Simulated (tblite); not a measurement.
Species: C5H7Si (doublet state).
Atom-mapped SMILES: `[CH3:1][Si@H:2]1[C:3]=[CH:4][CH:5]=[CH:6]1` (hydrogens: H7, H8, H9 on C1; H10 on Si2; H11 on C4; H12 on C5; H13 on C6)

Computed geometry: GFN2-xTB, gas phase. This method treats the open shell by occupation alone, without spin polarisation.

Task: Give the optimised bond lengths and angles.

Result: 
| bond | length (pm) |
| --- | --- |
| C1–Si2 | 189.6 |
| Si2–C3 | 188.1 |
| C3=C4 | 132.1 |
| C4–C5 | 147.0 |
| C5=C6 | 133.8 |
| Si2–C6 | 189.9 |
| C1–H7, C1–H8, C1–H9 | 108.5 |
| Si2–H10 | 146.5 |
| C4–H11 | 108.0 |
| C5–H12 | 108.2 |
| C6–H13 | 107.8 |

Bonds in one row agree within 1 pm and their mean is given. A selection of angles:
| angle | degrees |
| --- | --- |
| Si2–C1–H7 | 110.8 |
| Si2–C1–H9 | 110.3 |
| H7–C1–H8 | 108.1 |
| C1–Si2–C3 | 113.5 |
| C1–Si2–C6 | 114.8 |
| C1–Si2–H10 | 113.0 |
| C3–Si2–C6 | 87.5 |
| C3–Si2–H10 | 113.1 |
| C6–Si2–H10 | 112.6 |
| Si2–C3–C4 | 111.7 |
| C3–C4–C5 | 114.8 |
| C3–C4–H11 | 125.9 |
| C5–C4–H11 | 119.4 |
| C4–C5–C6 | 116.3 |
| C4–C5–H12 | 119.1 |
| C6–C5–H12 | 124.6 |
| C5–C6–H13 | 121.9 |
| Si2–C6–C5 | 109.7 |
| Si2–C6–H13 | 128.4 |

Dihedral angles: C1–Si2–C3–C4 116° (anticlinal); Si2–C3–C4–C5 0° (synperiplanar); C3–C4–C5–C6 0° (synperiplanar); C4–C5–C6–Si2 1° (synperiplanar); C1–Si2–C6–C5 -115° (anticlinal).

C4 (carbon bonded to 2 C and H) is planar (angles 125.9°, 119.4° and 114.8°, sum 360.0°, 0.00 Å off the plane of its three neighbours). C3 (carbon bonded to C and Si) is bent (angle 111.7°). C6 (carbon bonded to C, Si and H) is planar (angles 128.4°, 121.9° and 109.7°, sum 360.0°, 0.01 Å off the plane of its three neighbours). The 5-membered ring Si2–C3–C4–C5–C6 has internal angles of 87.5° to 116.3° (sum 540°, against 540° for a flat polygon); it is planar, 0.00 Å rms from its mean plane, widest ring torsion 1°. C5 (carbon bonded to 2 C and H) is planar (angles 124.6°, 119.1° and 116.3°, sum 360.0°, 0.00 Å off the plane of its three neighbours). Si2 (silicon bonded to 3 C and H) has angles from 87.5° to 114.8°. The C–C distances run from 1.321 Å (C3=C4, drawn double) to 1.470 Å (C4–C5, drawn single), a spread of 0.149 Å.

Its GFN2-xTB frequencies are all real (lowest 102 cm⁻¹).
